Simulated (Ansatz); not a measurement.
The cluster H₄Au₃⁻. Charge -1, multiplicity 3. Geometry PBE-D4/def2-TZVP, that of the neutral doublet; atoms count from 1.

```xyz
7

Au   -0.004    0.004    0.000
Au   -1.063   -0.440   -2.401
Au    1.067    0.435    2.398
H     1.403   -0.288    3.773
H    -1.396    0.287   -3.775
H    -0.704   -1.323   -0.825
H     0.697    1.326    0.829
```

In the def2 sets Au takes a core potential; there is no spin–orbit coupling. The highest occupied level of the charge -1 triplet lies above zero (up to 1.02 eV). By energy differences its removal costs 0.30 eV (vertical, to the charge 0 doublet, at PBE0-D4/def2-TZVPD), and other spins of that charge weren't run; a positive level beside a positive removal energy at the same level points to self-interaction error. At PBE0-D4/def2-TZVPD a singlet of charge -1 lies 3.94 eV below the triplet at the same geometry. The structure comes from a short search, and lower isomers may exist.

**Question.** Estimate the Mulliken populations from the PBE0/def2-TZVPD orbitals of Ansatz.

**Answer.** 
```csv
atom,charge (e),spin (α − β),d electrons
Au1,-0.15,0.39,9.52
Au2,-0.58,0.99,9.50
Au3,-0.41,0.23,9.62
H4,-0.05,0.15,–
H5,0.03,0.18,–
H6,0.06,0.08,–
H7,0.09,-0.02,–
```
Mulliken values and Mayer orders depend strongly on the basis. With diffuse functions, as here, like atoms can get unlike values, and bond orders can come out too low or too high.

**Question.** Where does the spin sit?

**Answer.** Summed by element: Au 1.61, H 0.39, of 2 unpaired in all. Largest on single atoms: Au2 0.99, Au1 0.39, Au3 0.23.

**Question.** And the Mayer bond orders between bonded heavy atoms (over 0.3)?

**Answer.** Au1–Au2 0.96 (2.66 Å); Au1–Au3 0.35 (2.66 Å).
